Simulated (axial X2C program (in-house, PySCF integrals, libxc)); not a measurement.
# Potential curves of TeSe⁺, two-component

Calculated with an in-house all-electron X2C program for linear molecules (integrals from PySCF). Two-component (2c) means X2C with spin–orbit coupling and atomic mean-field two-electron Coulomb and Gaunt terms. Basis: Te dyall-cv3z [11s12p8d4f1g], Se dyall-cv3z [8s9p6d4f1g] (cores contracted in-house); Gaussian nuclei, density fitting, unrestricted open shells. Masses: Te 129.906 u, Se 79.917 u.

State: Ω = 1/2 (⟨Sz⟩ = -0.49, ⟨Lz⟩ = 0.99 at PBE0). Energies in kJ/mol from the fragments at the same level (Te+ + Se). Fits are polynomials in 1 − R0/R over 0.85 to 1.23 times the lowest point R0.

| R (Å) | PBE0 |
| --- | --- |
| 2.1526 | -310.27 |
| 2.2213 | -329.46 |
| 2.2900 | -334.26 |
| 2.3701 | -326.65 |
| 2.4503 | -309.82 |
| 2.5534 | -281.82 |

One determinant describes the state; a PBE0 search over occupations chose it and may have missed a lower one. Dissociation energies refer to the lowest single-determinant-based atoms at the same level and basis. Density functionals use the spin component along the axis (collinear). The functionals have no current-density term, which raises determinants with orbital currents, atoms included.

Q: What are Re, ωe and De at the PBE0 level?

A: At PBE0, 2c: Re = 2.283 Å, ωe ≈ 364 cm⁻¹, De = 3.46 eV to Te+ + Se; Be follows as 0.0654 cm⁻¹.
